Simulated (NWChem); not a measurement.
System: VNH3O2Cl; SMILES [Cl][V]([OH])([OH])=[NH]

Excerpt of the output:

```
             Northwest Computational Chemistry Package (NWChem) 7.3.0
             --------------------------------------------------------

                             Geometry "geometry" -> ""
                             -------------------------

 Output coordinates in angstroms (scale by  1.889725989 to convert to a.u.)

  No.       Tag          Charge          X              Y              Z
 ---- ---------------- ---------- -------------- -------------- --------------
    1 V                   23.0000     0.08594800     0.24432600     0.00000000
    2 N                    7.0000    -1.42365600     0.79046500     0.00000000
    3 H                    1.0000    -2.41917000     0.99963000     0.00000000
    4 Cl                  17.0000    -0.01867500    -1.95781400     0.00000000
    5 O                    8.0000     0.90893000     0.82950700     1.43905400
    6 H                    1.0000     0.43200600     1.31144300     2.13227300
    7 O                    8.0000     0.90893000     0.82950700    -1.43905400
    8 H                    1.0000     0.43200600     1.31144300    -2.13227300

 Effective nuclear repulsion energy (a.u.)     397.2150495638

  pbe96 is a nonlocal functional; adding pw91lda local functional.
                              NWChem Property Module
                              ----------------------

  itol2e modified to match energy
  convergence criterion.

                                 NWChem DFT Module
                                 -----------------

 Summary of "ao basis" -> "ao basis" (spherical)
 ------------------------------------------------------------------------------
       Tag                 Description            Shells   Functions and Types
 ---------------- ------------------------------  ------  ---------------------
 V                          pcsseg-1                15       45   5s6p3d1f
 N                          pcsseg-1                 7       17   3s3p1d
 H                          pcsseg-1                 3        5   2s1p
 Cl                         pcsseg-1                10       24   4s5p1d
 O                          pcsseg-1                 7       17   3s3p1d

  itol2e modified to match energy
  convergence criterion.

            General Information
            -------------------
          SCF calculation type: DFT
          Wavefunction type:  closed shell.
          No. of atoms     :     8
          No. of electrons :    66
           Alpha electrons :    33
            Beta electrons :    33
          Charge           :     0
          Spin multiplicity:     1
          Use of symmetry is: off; symmetry adaption is: off
          Maximum number of iterations: 150
          AO basis - number of functions:   135
                     number of shells:    55
          Convergence on energy requested:  1.00D-07
          Convergence on density requested:  1.00D-05
          Convergence on gradient requested:  5.00D-04

              XC Information
              --------------
          PerdewBurkeErnzerhof Exchange Functional  1.000
            Perdew 1991 LDA Correlation Functional  1.000 local
           PerdewBurkeErnz. Correlation Functional  1.000 non-local

             Grid Information
             ----------------
          Grid used for XC integration:  fine
          Radial quadrature: Mura-Knowles
          Angular quadrature: Lebedev.
          Tag              B.-S. Rad. Rad. Pts. Rad. Cut. Ang. Pts.
          ---              ---------- --------- --------- ---------
          V                   1.35      140          10.0       974
          N                   0.65       70           9.0       590
          H                   0.35       60          12.0       590
          Cl                  1.00      123          11.0       770
          O                   0.60       70          11.0       590
          Grid pruning is: on
          Number of quadrature shells:   653
          Spatial weights used:  Erf1

      Superposition of Atomic Density Guess
      -------------------------------------

 Sum of atomic energies:       -1607.39896751

      Non-variational initial energy
      ------------------------------

 Total energy =   -1607.949504
 1-e energy   =   -3000.393410
 2-e energy   =     995.228857
 HOMO         =      -0.390734
 LUMO         =      -0.018962

   convergence    iter        energy       DeltaE   RMS-Dens  Diis-err
 ---------------- ----- ----------------- --------- --------- ---------
 d= 0,ls=0.0,diis     1  -1609.6968899891 -2.01D+03  3.63D-02  8.83D+00
 d= 0,ls=0.5,diis     2  -1586.6122581972  2.31D+01  1.08D-02  2.79D+02
 d= 0,ls=0.5,diis     3  -1594.1792610084 -7.57D+00  5.26D-03  1.90D+02
 d= 0,ls=0.5,diis     4  -1597.6472835805 -3.47D+00  1.80D-03  1.63D+02
 d= 0,ls=0.5,diis     5  -1598.7255377418 -1.08D+00  1.73D-03  1.53D+02
 d= 0,ls=0.5,diis     6  -1599.9069249498 -1.18D+00  1.95D-03  1.43D+02
 d= 0,ls=0.5,diis     7  -1601.2544990758 -1.35D+00  3.44D-03  1.29D+02
 d= 0,ls=0.5,diis     8  -1603.6482188255 -2.39D+00  3.62D-03  1.00D+02
 d= 0,ls=0.5,diis     9  -1606.0926760060 -2.44D+00  4.34D-03  6.70D+01
 d= 0,ls=0.5,diis    10  -1608.4021145210 -2.31D+00  3.87D-03  3.19D+01
 d= 0,ls=0.5,diis    11  -1609.7799536936 -1.38D+00  4.69D-03  1.13D+01
 d= 0,ls=0.5,diis    12  -1610.5641147925 -7.84D-01  2.25D-03  3.61D-01
  Resetting Diis
 d= 0,ls=0.5,diis    13  -1610.6110691834 -4.70D-02  1.22D-03  1.51D-01
 d= 0,ls=0.5,diis    14  -1610.6063387396  4.73D-03  3.37D-03  2.89D-01
 d= 0,ls=0.5,diis    15  -1610.5117024580  9.46D-02  1.15D-03  1.85D+00
 d= 0,ls=0.5,diis    16  -1610.5840462519 -7.23D-02  6.53D-04  6.28D-01
 d= 0,ls=0.5,diis    17  -1610.6156401844 -3.16D-02  4.85D-04  2.09D-01
 d= 0,ls=0.5,diis    18  -1610.6283795168 -1.27D-02  3.17D-04  5.48D-02
 d= 0,ls=0.5,diis    19  -1610.6324773229 -4.10D-03  1.82D-04  1.11D-02
 d= 0,ls=0.5,diis    20  -1610.6333809958 -9.04D-04  1.25D-04  3.49D-03
 d= 0,ls=0.5,diis    21  -1610.6337094538 -3.28D-04  8.23D-05  1.13D-03
 d= 0,ls=0.5,diis    22  -1610.6338174869 -1.08D-04  5.76D-05  6.10D-04
 d= 0,ls=0.5,diis    23  -1610.6338718218 -5.43D-05  4.20D-05  3.61D-04
 d= 0,ls=0.5,diis    24  -1610.6339013501 -2.95D-05  3.15D-05  2.22D-04
 d= 0,ls=0.5,diis    25  -1610.6339201770 -1.88D-05  2.33D-05  1.11D-04
 d= 0,ls=0.5,diis    26  -1610.6339297391 -9.56D-06  1.74D-05  6.35D-05
 d= 0,ls=0.5,diis    27  -1610.6339351149 -5.38D-06  1.32D-05  3.69D-05
 d= 0,ls=0.5,diis    28  -1610.6339383764 -3.26D-06  9.99D-06  1.95D-05
 d= 0,ls=0.5,diis    29  -1610.6339401959 -1.82D-06  7.58D-06  1.03D-05
 d= 0,ls=0.5,diis    30  -1610.6339411936 -9.98D-07  5.76D-06  5.74D-06
 d= 0,ls=0.5,diis    31  -1610.6339417520 -5.58D-07  4.34D-06  3.41D-06
 d= 0,ls=0.5,diis    32  -1610.6339420738 -3.22D-07  3.31D-06  2.00D-06
 d= 0,ls=0.5,diis    33  -1610.6339422658 -1.92D-07  2.53D-06  1.13D-06
 d= 0,ls=0.5,diis    34  -1610.6339423800 -1.14D-07  1.95D-06  6.25D-07
 d= 0,ls=0.5,diis    35  -1610.6339424466 -6.66D-08  1.49D-06  3.44D-07

         Total DFT energy =    -1610.633942484454
      One electron energy =    -3006.670918937924
           Coulomb energy =     1096.882018035703
    Exchange-Corr. energy =      -98.060091146053
 Nuclear repulsion energy =      397.215049563819

 Numeric. integr. density =       66.000000728157

                       DFT Final Molecular Orbital Analysis
                       ------------------------------------

 Vector   31  Occ=2.000000D+00  E=-2.790035D-01
              MO Center= -6.8D-01,  5.0D-01, -5.1D-07, r^2= 2.5D+00
   Bfn.  Coefficient  Atom+Function         Bfn.  Coefficient  Atom+Function
  ----- ------------  ---------------      ----- ------------  ---------------
    54      0.351571  2 N  pz                57      0.344092  2 N  pz
    27      0.242843  1 V  d  1              32      0.175607  1 V  d  1
    51      0.175612  2 N  pz                83      0.148398  4 Cl pz
    86      0.121350  4 Cl pz                98      0.121318  5 O  px
   120     -0.121318  7 O  px               101      0.115184  5 O  px

 Vector   32  Occ=2.000000D+00  E=-2.651468D-01
              MO Center=  1.6D-01, -1.0D+00, -9.0D-07, r^2= 3.6D+00
   Bfn.  Coefficient  Atom+Function         Bfn.  Coefficient  Atom+Function
  ----- ------------  ---------------      ----- ------------  ---------------
    83      0.471253  4 Cl pz                86      0.393946  4 Cl pz
   102      0.170616  5 O  py               124     -0.170616  7 O  py
    99      0.163244  5 O  py               121     -0.163244  7 O  py
    74     -0.125319  4 Cl pz                77     -0.123193  4 Cl pz
    54     -0.112372  2 N  pz                57     -0.106081  2 N  pz

 Vector   33  Occ=2.000000D+00  E=-2.538659D-01
              MO Center= -3.2D-01, -9.4D-01, -3.4D-07, r^2= 3.4D+00
   Bfn.  Coefficient  Atom+Function         Bfn.  Coefficient  Atom+Function
  ----- ------------  ---------------      ----- ------------  ---------------
    81      0.463009  4 Cl px                84      0.395234  4 Cl px
    56     -0.248359  2 N  py                53     -0.238657  2 N  py
    72     -0.123422  4 Cl px                75     -0.121648  4 Cl px
    50     -0.119292  2 N  py                28      0.112107  1 V  d  2
    24      0.080576  1 V  d -2              33      0.079116  1 V  d  2

 Vector   34  Occ=0.000000D+00  E=-1.230771D-01
              MO Center=  3.7D-02,  1.8D-01,  1.3D-06, r^2= 1.8D+00
   Bfn.  Coefficient  Atom+Function         Bfn.  Coefficient  Atom+Function
  ----- ------------  ---------------      ----- ------------  ---------------
    25      0.534979  1 V  d -1              30      0.342138  1 V  d -1
    35      0.243605  1 V  d -1              57     -0.232865  2 N  pz
    86      0.185882  4 Cl pz                27      0.176260  1 V  d  1
    83      0.152011  4 Cl pz                54     -0.142201  2 N  pz
   103      0.131331  5 O  pz               125      0.131331  7 O  pz

[...]

          -----------------------------------------
          Chemical Shielding Tensors (GIAO, in ppm)
          -----------------------------------------

                                NWChem CPHF Module
                                ------------------

  scftype          =     RHF
  nclosed          =       33
  nopen            =        0
  variables        =     3366
  # of vectors     =        3
  tolerance        = 0.10D-03
  level shift      = 0.00D+00
  max iterations   =       50
  max subspace     =       30

 SCF residual:    6.2966641371797456E-004

Iterative solution of linear equations
  No. of variables     3366
  No. of equations        3
  Maximum subspace       30
        Iterations       50
       Convergence  1.0D-04

   iter   nsub   residual    time
   ----  ------  --------  ---------
     1      3    4.78D-04     284.7
     2      6    1.41D-07     300.3

      Atom:    1  V
        Diamagnetic
   1710.3934     -1.0064     -0.0000
     -1.0064   1705.6837     -0.0000
     -0.0000     -0.0000   1707.5313

        Paramagnetic
  -3109.7511     15.9378     -0.0008
     15.9378  -2897.3708     -0.0003
     -0.0008     -0.0003  -3205.3431

        Total Shielding Tensor
  -1399.3578     14.9314     -0.0008
     14.9314  -1191.6871     -0.0003
     -0.0008     -0.0003  -1497.8119

           isotropic =   -1362.9523
          anisotropy =    -202.2894

          Principal Components and Axis System
                 1           2           3
            -1497.8119  -1400.4258  -1190.6191

      1         0.0000      0.9975      0.0713
      2         0.0000     -0.0713      0.9975
      3         1.0000     -0.0000     -0.0000

      Atom:    2  N
        Diamagnetic
    349.0692    -10.9667     -0.0000
    -10.9667    317.7178      0.0000
     -0.0000      0.0000    313.3530

        Paramagnetic
   -272.7649   -164.6973     -0.0000
   -164.6973   -572.8774     -0.0000
     -0.0000     -0.0000   -690.7017

        Total Shielding Tensor
     76.3042   -175.6640     -0.0000
   -175.6640   -255.1596     -0.0000
     -0.0000     -0.0000   -377.3487

           isotropic =    -185.4013
          anisotropy =    -287.9210

          Principal Components and Axis System
                 1           2           3
             -377.3487   -330.9332    152.0778

      1         0.0000      0.3961      0.9182
      2         0.0000      0.9182     -0.3961
      3         1.0000     -0.0000     -0.0000

      Atom:    3  H
        Diamagnetic
     44.8943     -5.5761     -0.0000
     -5.5761     24.6755     -0.0000
     -0.0000     -0.0000     22.9079

        Paramagnetic
    -18.1191      1.7786      0.0000
      1.7786      1.1102      0.0000
      0.0000      0.0000      1.3208

        Total Shielding Tensor
     26.7752     -3.7975      0.0000
     -3.7975     25.7857      0.0000
      0.0000      0.0000     24.2287

           isotropic =      25.5965
          anisotropy =       6.7703

          Principal Components and Axis System
                 1           2           3
               30.1101     24.2287     22.4508

      1         0.7514      0.0000      0.6599
      2        -0.6599      0.0000      0.7514
      3        -0.0000      1.0000     -0.0000

      Atom:    4  Cl
        Diamagnetic
   1144.2173     -0.0482     -0.0000
     -0.0482   1155.2100     -0.0000
     -0.0000     -0.0000   1144.2389

        Paramagnetic
  -1252.2953     -1.4922     -0.0000
     -1.4922   -355.9772     -0.0000
     -0.0000     -0.0000   -631.1190

        Total Shielding Tensor
   -108.0779     -1.5404     -0.0000
     -1.5404    799.2328     -0.0000
     -0.0000     -0.0000    513.1199

           isotropic =     401.4249
          anisotropy =     596.7157

          Principal Components and Axis System
                 1           2           3
              799.2354    513.1199   -108.0805

      1        -0.0017     -0.0000      1.0000
      2         1.0000      0.0000      0.0017
      3        -0.0000      1.0000      0.0000

      Atom:    5  O
        Diamagnetic
    387.8343     -0.8347      2.0248
     -0.8347    386.6037     13.8785
      2.0248     13.8785    404.7314

        Paramagnetic
   -631.0950    233.2952    282.9848
    233.2952   -351.2777   -177.2086
    282.9848   -177.2086   -422.3429

        Total Shielding Tensor
   -243.2607    232.4606    285.0095
    232.4606     35.3261   -163.3301
    285.0095   -163.3301    -17.6115

           isotropic =     -75.1820
          anisotropy =    -742.5700

          Principal Components and Axis System
                 1           2           3
             -570.2287    177.8274    166.8552

      1         0.7473      0.3781      0.5463
      2        -0.4247     -0.3605      0.8305
      3        -0.5110      0.8527      0.1088

      Atom:    6  H
        Diamagnetic
     25.4216     -3.7829     -4.3032
     -3.7829     26.5667     11.2533
     -4.3032     11.2533     38.3365

        Paramagnetic
     -8.4382      8.4957     10.5174
      8.4957     -4.8100    -14.5149
     10.5174    -14.5149    -19.1646

        Total Shielding Tensor
     16.9835      4.7127      6.2142
      4.7127     21.7568     -3.2616
      6.2142     -3.2616     19.1719

           isotropic =      19.3041
          anisotropy =       8.3229

          Principal Components and Axis System
                 1           2           3
               24.8527     23.8839      9.1756

      1         0.6764      0.2078      0.7066
      2         0.6330     -0.6544     -0.4135
      3         0.3765      0.7270     -0.5742
```

Level: PBE/pcSseg-1, GIAO. The geometry was optimised at B3LYP/6-31G* (spherical d). Not confirmed as a minimum by frequencies. The printed shielding anisotropy is the first printed principal value minus the mean of the other two.

**Question.** Write an input that gives this output.

**Answer.** This is not unique; one that fits is the input that was run:
```
start job
memory heap 200 mb stack 900 mb global 1100 mb
geometry units angstroms noautosym nocenter noautoz
  V      0.085948     0.244326     0.000000
  N     -1.423656     0.790465     0.000000
  H     -2.419170     0.999630     0.000000
  Cl    -0.018675    -1.957814     0.000000
  O      0.908930     0.829507     1.439054
  H      0.432006     1.311443     2.132273
  O      0.908930     0.829507    -1.439054
  H      0.432006     1.311443    -2.132273
end
basis spherical
  * library pcsseg-1
end
dft
  xc xpbe96 cpbe96
  iterations 150
end
property
  shielding 6 1 2 3 4 5 6
end
task dft property
```
